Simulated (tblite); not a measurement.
Species: C4H4F3N2P.
Cartesian coordinates in Å at the GFN2-xTB level; atoms count from 1:
```xyz
14
C4H4F3N2P angstrom
F     -3.033   -0.713   -0.012
C     -1.909   -0.024    0.231
F     -1.928    0.324    1.518
F     -1.988    1.107   -0.483
C     -0.674   -0.852   -0.138
N      0.540   -0.173    0.217
C      1.056    0.898   -0.425
P      2.487    1.475    0.333
C      2.244    0.167    1.490
N      1.198   -0.583    1.288
H     -0.714   -1.788    0.426
H     -0.718   -1.053   -1.213
H      0.560    1.275   -1.301
H      2.879   -0.059    2.327
```

Level: GFN2-xTB in tblite, geometry and Hessian alike; calculated harmonic values, unscaled, isolated species. This tight-binding method is rough: wavenumbers can miss measured ones by several per cent, in bad cases by 10 to 20. One conformer, not necessarily the lowest.

Harmonic wavenumbers (cm⁻¹): 27.5, 59.2, 77.6, 216.4, 264.2, 309.5, 354.9, 440.4, 470.4, 471.5, 562.2, 576.3, 629.5, 730.7, 734.8, 807.2, 812.3, 841.9, 911.4, 951.5, 980.4, 1057.4, 1077.7, 1160.2, 1165.9, 1174.6, 1194.8, 1289.0, 1338.4, 1376.5, 1396.4, 1469.0, 2961.4, 2990.6, 3130.8, 3131.8.

A = 2867, B = 668.4, C = 621.2 MHz; mass 168.006 u (most abundant isotopes); point group C1, symmetry number 1.

What is the zero-point energy?

Half the sum of the wavenumbers: 18572 cm⁻¹ = 222.17 kJ/mol.

What is S at 400 K and 1 bar for an ideal gas of classical rigid rotors and harmonic oscillators?

Translation 178.87, rotation 129.10, vibration 147.42: S = 455.4 J/(mol K).

And Cp and H(400 K) − H(0)?

Cp = 180.28 J/(mol K), of which vibrations give 147.02 (their classical limit is 36 R = 299.3); H(400 K) − H(0) = 42.91 kJ/mol without the zero-point energy, 29.61 from vibrations.

How do the functions run with temperature in this model?

| T (K) | S (J/(mol K)) | Cp (J/(mol K)) | H − H(0) (kJ/mol) | G − H(0) (kJ/mol) | ln q(vib) |
| --- | --- | --- | --- | --- | --- |
| 50 | 257.5 | 54.3 | 2.21 | -10.66 | 0.92 |
| 100 | 299.3 | 68.8 | 5.27 | -24.66 | 2.16 |
| 298.15 | 407.7 | 144.9 | 26.29 | -95.26 | 6.56 |
| 373.15 | 443.2 | 171.7 | 38.19 | -127.18 | 8.23 |
| 500 | 498.7 | 207.6 | 62.37 | -186.98 | 11.04 |
| 750 | 592.1 | 251.3 | 120.32 | -323.74 | 16.36 |
| 1000 | 668.0 | 275.9 | 186.48 | -481.57 | 21.21 |

q(vib) and H(0) count from the zero-point level.

What must be added to the electronic energy to get the Gibbs energy at 400 K and 1 bar?

ZPE + [H(400 K) − H(0)] − T·S = 222.17 + 42.91 − 182.16 = 82.92 kJ/mol.

Hindered rotation and anharmonicity are outside this model. Other conformers, if any are populated, would add a mixing term that is left out. The structure is chiral; the term R ln 2 for an equal mix with its mirror image is left out.
